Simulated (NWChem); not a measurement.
All runs are NWChem calculations. System: tetrafluoroborate (BF4 (-1)), charge -1, spin multiplicity 1, at a geometry optimised with PBE0/def2-SVP. Level: G0W0@PBE/def2-TZVPD, RI basis def2-tzvpd-rifit.

Job file:

```
start mol
memory heap 200 mb stack 700 mb global 1700 mb
charge -1
geometry units angstroms nocenter noautoz
  F      1.145828     0.000000     0.810215
  B      0.000000     0.000000     0.000001
  F     -1.145828     0.000000     0.810215
  F      0.000000     1.145825    -0.810215
  F      0.000000    -1.145825    -0.810215
  symmetry group C2v
end
basis spherical
  * library def2-tzvpd
end
basis "ri basis" bse spherical
  * library def2-tzvpd-rifit
end
dft
  xc xpbe96 cpbe96
  iterations 100
  direct
  tolerances tight
end
task dft energy
gw
  method cdgw
  states alpha occ 4 vir 2
end
task dft gw
```

Part of the output:

```
             Northwest Computational Chemistry Package (NWChem) 7.3.0
             --------------------------------------------------------

                                NWChem Input Module
                                -------------------

 Scaling coordinates for geometry "geometry" by  1.889725989
 (inverse scale =  0.529177249)

 Turning off AUTOSYM since
 SYMMETRY directive was detected!

                             Geometry "geometry" -> ""
                             -------------------------

 Output coordinates in angstroms (scale by  1.889725989 to convert to a.u.)

  No.       Tag          Charge          X              Y              Z
 ---- ---------------- ---------- -------------- -------------- --------------
    1 F                    9.0000     1.14582800     0.00000000     0.81021500
    2 B                    5.0000     0.00000000     0.00000000     0.00000100
    3 F                    9.0000    -1.14582800     0.00000000     0.81021500
    4 F                    9.0000     0.00000000     1.14582500    -0.81021500
    5 F                    9.0000     0.00000000    -1.14582500    -0.81021500

 Effective nuclear repulsion energy (a.u.)     180.1001233152

            Nuclear Dipole moment (a.u.)
            ----------------------------
        X                 Y               Z
 ---------------- ---------------- ----------------
     0.0000000000     0.0000000000     0.0000094486

      Symmetry information
      --------------------

 Group name             C2v
 Group number             16
 Group order               4
 No. of unique centers     3

      Symmetry unique atoms

     1    2    4


 Summary of "ao basis" -> "" (spherical)
 ------------------------------------------------------------------------------
       Tag                 Description            Shells   Functions and Types
 ---------------- ------------------------------  ------  ---------------------
 *                         def2-tzvpd                 on all atoms

 new library libraries.bse/

 Summary of "ri basis" -> "" (spherical)
 ------------------------------------------------------------------------------
       Tag                 Description            Shells   Functions and Types
 ---------------- ------------------------------  ------  ---------------------
 *                      def2-tzvpd-rifit              on all atoms

  pbe96 is a nonlocal functional; adding pw91lda local functional.

                                 NWChem DFT Module
                                 -----------------

 Summary of "ao basis" -> "ao basis" (spherical)
 ------------------------------------------------------------------------------
       Tag                 Description            Shells   Functions and Types
 ---------------- ------------------------------  ------  ---------------------
 F                         def2-tzvpd               14       40   6s4p3d1f
 B                         def2-tzvpd               13       37   6s3p3d1f

 Summary of "ao basis" -> "ao basis" (spherical)
 ------------------------------------------------------------------------------
       Tag                 Description            Shells   Functions and Types
 ---------------- ------------------------------  ------  ---------------------
 F                         def2-tzvpd               14       40   6s4p3d1f
 B                         def2-tzvpd               13       37   6s3p3d1f

      Symmetry analysis of basis
      --------------------------

        a1         71
[...]
              MO Center=  4.2D-09, -2.9D-09, -2.7D-07, r^2= 2.5D+00
   Bfn.  Coefficient  Atom+Function         Bfn.  Coefficient  Atom+Function
  ----- ------------  ---------------      ----- ------------  ---------------
     8      0.262790  1 F  py                85     -0.262790  3 F  py
   124     -0.262790  4 F  px               164      0.262790  5 F  px
    11      0.210376  1 F  py                88     -0.210376  3 F  py
   127     -0.210377  4 F  px               167      0.210377  5 F  px
    14      0.147175  1 F  py                91     -0.147175  3 F  py

 Vector   22  Occ=0.000000D+00  E= 1.393680D-01  Symmetry=a1
              MO Center=  2.1D-16,  1.9D-15,  3.9D-05, r^2= 1.5D+01
   Bfn.  Coefficient  Atom+Function         Bfn.  Coefficient  Atom+Function
  ----- ------------  ---------------      ----- ------------  ---------------
    45      7.571976  2 B  s                 46     -4.198673  2 B  s
    44     -2.837314  2 B  s                  6     -0.737182  1 F  s
    83     -0.737182  3 F  s                123     -0.736571  4 F  s
   163     -0.736571  5 F  s                  5      0.406009  1 F  s
    82      0.406009  3 F  s                122      0.406140  4 F  s

 Vector   23  Occ=0.000000D+00  E= 1.894805D-01  Symmetry=b1
              MO Center=  1.4D-09,  6.4D-15,  8.7D-01, r^2= 1.4D+01
   Bfn.  Coefficient  Atom+Function         Bfn.  Coefficient  Atom+Function
  ----- ------------  ---------------      ----- ------------  ---------------
     6      2.287675  1 F  s                 83     -2.287675  3 F  s
    50     -1.453258  2 B  px                16     -1.282722  1 F  px
    93     -1.282722  3 F  px               133     -0.583965  4 F  px
   173     -0.583965  5 F  px                 5      0.579677  1 F  s
    82     -0.579677  3 F  s                 13     -0.576340  1 F  px

 Vector   24  Occ=0.000000D+00  E= 1.894805D-01  Symmetry=b2
              MO Center= -1.5D-16, -5.3D-15, -8.7D-01, r^2= 1.4D+01
   Bfn.  Coefficient  Atom+Function         Bfn.  Coefficient  Atom+Function
  ----- ------------  ---------------      ----- ------------  ---------------
   123      2.287666  4 F  s                163     -2.287666  5 F  s
    51     -1.453254  2 B  py               134     -1.282723  4 F  py
   174     -1.282723  5 F  py                17     -0.583964  1 F  py
    94     -0.583964  3 F  py               122      0.579676  4 F  s
   162     -0.579676  5 F  s                131     -0.576338  4 F  py

 center of mass
 --------------
 x =   0.00000000 y =   0.00000000 z =   0.00000024

 moments of inertia (a.u.)
 ------------------
         356.293796510074           0.000000000000           0.000000000000
           0.000000000000         356.294729366499           0.000000000000
           0.000000000000           0.000000000000         356.297204086492

     Multipole analysis of the density
     ---------------------------------

     L   x y z        total         alpha         beta         nuclear
     -   - - -        -----         -----         ----         -------
     0   0 0 0     -1.000000    -21.000000    -21.000000     41.000000

     1   1 0 0     -0.000000     -0.000000     -0.000000      0.000000
     1   0 1 0     -0.000000     -0.000000     -0.000000      0.000000
     1   0 0 1      0.000000     -0.000005     -0.000005      0.000009

     2   2 0 0    -23.998520    -54.196014    -54.196014     84.393508
     2   1 1 0      0.000000      0.000000      0.000000      0.000000
     2   1 0 1      0.000000      0.000000      0.000000      0.000000
     2   0 2 0    -23.998502    -54.195784    -54.195784     84.393066
     2   0 1 1      0.000000      0.000000      0.000000      0.000000
     2   0 0 2    -23.998444    -54.195169    -54.195169     84.391893

 Task  times  cpu:       18.3s     wall:       18.3s

                                NWChem Input Module
                                -------------------

                                 NWChem GW Module
                                 ----------------

                             ***********************
                             ***        GW       ***
                             ***********************

 Summary of "ri basis" -> "ri basis" (spherical)
 ------------------------------------------------------------------------------
       Tag                 Description            Shells   Functions and Types
 ---------------- ------------------------------  ------  ---------------------
 F                      def2-tzvpd-rifit            26       92   9s7p5d4f1g
 B                      def2-tzvpd-rifit            26       92   9s7p5d4f1g

                 Memory Information
                 ------------------
          Available GA per process is          1699.7 MBs
          Available stack per process is        700.0 MBs
          Available heap per process is           0.0 MBs

          Peak memory in Initialization
              Peak GA per process is                 17.9 MBs
              Peak stack per process is               0.5 MBs
              Peak heap per process is               18.4 MBs
              Memory not in MA per process            0.0 MBs

          Peak memory in CDGW Calculation
              Peak GA per process is                 21.3 MBs
              Peak stack per process is               3.2 MBs
              Peak heap per process is                4.0 MBs
              Memory not in MA per process            0.0 MBs

          Computing 2-center integrals
          Computing Inverse Cholesky factor
          Computing 3-center integrals
          Computing Vxc

          Computing Sigma_x
          Computing W(iw) on the imaginary grid
          Solving quasiparticle equations

                  Alpha Orbitals
          State     Energy (eV)     Error (eV)
          -----------------------------------
@GW        18         -7.921           0.003
@GW        19         -6.967           0.002
@GW        20         -6.967           0.002
@GW        21         -6.966           0.003
@GW        22          4.997           0.003
@GW        23          6.513           0.003

     GW Timing Statistics
   ------------------------
   Init.   :          0.1s
     ERIs  :          2.3s
     Distr.:          0.0s
     Vxc   :          0.1s
   Vmo     :          0.0s
   iW      :          4.1s
   I_n     :          0.0s
   R_n     :          0.5s
   GW total:          7.1s

 Task  times  cpu:        7.1s     wall:        7.1s

 Total times  cpu:       25.4s     wall:       25.4s
```
